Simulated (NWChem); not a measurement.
# CH3BBr2; SMILES BrB(Br)C

This build's default masses of Se (78.918 u) and Br (79.917 u) are each other's, which moves their modes by up to 0.6 %.

### Question
Give the equilibrium geometry at PBE-D3(BJ)/def2-SVP (NWChem) as a list of bonds and angles, with the point group.

### Answer
point group Cs; any orientation.
Bonds (Å): B1–Br2 1.924, B1–Br3 1.924, B1–C4 1.562, C4–H5 1.107, C4–H6 1.107, C4–H7 1.115. Angles (°): Br2–B1–Br3 118.0, Br2–B1–C4 121.0, Br3–B1–C4 121.0, B1–C4–H5 112.8, B1–C4–H6 112.8, B1–C4–H7 107.4, H5–C4–H6 110.2, H5–C4–H7 106.6, H6–C4–H7 106.6.
